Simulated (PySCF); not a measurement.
## [Sm(H2O)]2+ at several levels of theory

Computed with PySCF 2.14.0 (density fitting, no spin-orbit coupling) at the geometry relaxed with TPSS:

```xyz
4
[Sm(H2O)]2+ (singlet in the valence; each metal's 4f electrons, 6 of them, lie in its core potential, out of spins and levels)
Sm    0.0000    0.0000   -0.1406
O     0.0000    0.0000    2.3050
H     0.7735    0.0000    2.9167
H    -0.7735    0.0000    2.9167
```

```
    level                                              basis    state  HOMO (eV)  gap (eV)  charge on Sm1 (e)  population of f-type functions on Sm1 (polarisation alone where 4f lies in the core)  dipole about the centre of mass (D)  largest force component (eV/Å)
     TPSS  Sm lcecp-0-SVP with ECP52, O def2-SVP, H def2-SVP  singlet          –         –               1.75                                                                                  0.01                                 1.95                            0.00
   r2SCAN                                           the same  singlet          –         –               1.78                                                                                  0.01                                 1.85                            0.39
CAM-B3LYP                                           the same  singlet          –         –               1.77                                                                                  0.01                                 1.86                            0.38
    B3LYP                                           the same  singlet          –         –               1.76                                                                                  0.01                                 1.91                            0.38
    TPSSh                                           the same  singlet          –         –               1.77                                                                                  0.01                                 1.89                            0.24
```

In the lcecp rows the 4f levels are missing from HOMO and gap, and the state counts the valence alone.

Charges are Mulliken's, which hang on the basis. The relaxation used the grid (50, 194), these runs (75, 302) or, all-electron (x2c bases, spin-free X2C Hamiltonian), (99, 590).

What does TPSS with Sm lcecp-0-TZVP with ECP52, O def2-TZVP, H def2-TZVP give here?

state singlet, charge on Sm1 (e) 1.85, population of f-type functions on Sm1 (polarisation alone where 4f lies in the core) 0.01, dipole about the centre of mass (D) 1.94, largest force component (eV/Å) 0.37. Time: 5.5 s on 2 threads of Arm Neoverse V1 (shared host), from free ions and atoms.

No frequency check is given that shows the relaxed geometry to be a minimum. An lcecp potential fixes the number of 4f electrons, so in runs with it no electron can move into or out of that shell.
